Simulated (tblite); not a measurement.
Compound: C5H12N2.
Geometry (GFN2-xTB, Å), atoms numbered from 1 in this order:
```
atom  x, y, z in Å
C1    -1.573    1.704    0.876
C2    -1.776    0.390    0.809
N3    -0.844   -0.580    0.527
C4    -1.106   -1.944    0.926
N5     0.526   -0.265    0.523
C6     0.999    0.160   -0.789
C7     2.486    0.470   -0.718
H8    -2.392    2.373    1.061
H9    -0.609    2.163    0.737
H10   -2.771   -0.011    0.950
H11   -0.392   -2.589    0.417
H12   -1.001   -2.093    2.008
H13   -2.115   -2.223    0.626
H14    0.727    0.454    1.219
H15    0.820   -0.674   -1.475
H16    0.451    1.034   -1.172
H17    2.865    0.719   -1.705
H18    2.668    1.313   -0.055
H19    3.028   -0.392   -0.336
```

Computed with GFN2-xTB (tblite): harmonic, unscaled wavenumbers at the GFN2-xTB geometry, gas phase. The method is semi-empirical: single wavenumbers can be off by several per cent or more. One conformer, not necessarily the lowest.

Harmonic wavenumbers (cm⁻¹): 53.9, 101.1, 120.8, 141.5, 176.1, 218.6, 272.3, 307.4, 397.1, 442.2, 559.8, 633.4, 786.1, 790.4, 830.8, 867.1, 944.5, 982.2, 1034.8, 1069.9, 1092.9, 1097.5, 1129.8, 1152.8, 1210.5, 1247.0, 1300.2, 1314.4, 1325.4, 1400.1, 1405.2, 1406.4, 1433.9, 1469.0, 1488.9, 1491.6, 1498.9, 1501.6, 1696.4, 2861.8, 2901.4, 2962.9, 3018.0, 3027.5, 3029.8, 3047.2, 3049.5, 3061.3, 3115.5, 3152.0, 3264.9.

A = 3742, B = 1794, C = 1306 MHz; mass 100.100 u (most abundant isotopes); point group C1, symmetry number 1.

Task: Zero-point energy?

Result: Half the sum of the wavenumbers: 36442 cm⁻¹ = 104.19 kcal/mol.

Task: Give the ideal-gas entropy at 273.15 K and 1 bar in the rigid-rotor, harmonic-oscillator model (classical rotation).

Result: Translation 39.31, rotation 27.74, vibration 23.43: S = 90.5 cal/(mol K).

Task: And Cp and H(273.15 K) − H(0)?

Result: Cp = 32.15 cal/(mol K), of which vibrations give 24.20 (their classical limit is 51 R = 101.3); H(273.15 K) − H(0) = 5.60 kcal/mol without the zero-point energy, 3.43 from vibrations.

Task: What must be added to the electronic energy to get the Gibbs energy at 273.15 K and 1 bar?

Result: ZPE + [H(273.15 K) − H(0)] − T·S = 104.19 + 5.60 − 24.71 = 85.08 kcal/mol.

Task: How do the functions run with temperature in this model?

Result: 
```csv
T (K),S (cal/(mol K)),Cp (cal/(mol K)),H − H(0) (kcal/mol),G − H(0) (kcal/mol),ln q(vib)
100,66.4,18.1,1.25,-5.39,1.38
200,81.5,26.1,3.48,-12.82,3.77
300,93.6,34.6,6.49,-21.59,6.10
500,115.5,52.1,15.21,-42.53,10.65
800,144.3,70.5,33.81,-81.62,17.30
1000,161.0,78.8,48.79,-112.17,21.52
```

q(vib) and H(0) count from the zero-point level.

Task: Blend soft modes into free rotors: weight 1/[1 + (100 cm⁻¹/ν̃)⁴] for the oscillator and the rest for a rotor with moment μB/(μ + B), μ = h/(8π²ν), B = 10⁻⁴⁴ kg m². What vibrational entropy results?

Result: 22.04 cal/(mol K) in place of 23.43, which changes −T·S at 273.15 K by +0.38 kcal/mol.

Task: Which modes carry the vibrational entropy at 273.15 K?

Result: 53.9 cm⁻¹: 4.50; 101.1 cm⁻¹: 3.26; 120.8 cm⁻¹: 2.92; 141.5 cm⁻¹: 2.62; 176.1 cm⁻¹: 2.21; 218.6 cm⁻¹: 1.81 cal/(mol K); the other 45 give 6.12 together.

Hindered rotation and anharmonicity are outside this model. Other conformers, if any are populated, would add a mixing term that is left out. The structure is chiral; the term R ln 2 for an equal mix with its mirror image is left out.

Run on an Arm Neoverse V1 with one thread, no GPU, shared host. This covers the Hessian and the dipole derivatives.
